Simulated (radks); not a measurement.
Problem. These are the eigenvalues of the occupied orbitals of an atom or ion with whole-number occupations (hartree). All-electron calculation, Dirac Kohn-Sham, Slater X-alpha with alpha = 0.639, spin-unpolarised, spherical densities, finite nucleus; Fermi nuclear charge, rms radius of each element as measured or else 0.836 A^(1/3) + 0.57 fm. Program: a radial shooting solver on a logarithmic mesh with Libxc functionals.

| orbital | eigenvalue |
|---|---|
| 1s1/2 | -300.7971 |
| 2s1/2 | -35.95244 |
| 2p1/2 | -31.39084 |
| 2p3/2 | -30.75171 |
| 3s1/2 | -4.10844 |
| 3p1/2 | -2.72783 |
| 3p3/2 | -2.64774 |
| 3d3/2 | -0.42924 |
| 3d5/2 | -0.42123 |

Which element is it, and in what charge state? The configuration may be excited. Open shells, if any, fill j = l - 1/2 first.

Solution. Z = 28, nickel, charge +1: Ni+ in [Ar] 3d9. The list shows which subshells hold electrons but not how many an open one holds; the 1s level, -300.8 hartree, gives Z - s = 24.5 by -(Z - s)^2/2, which with screening and relativity narrows Z to a few neighbours, and the depths of the outer levels then fix element, charge and occupations together.
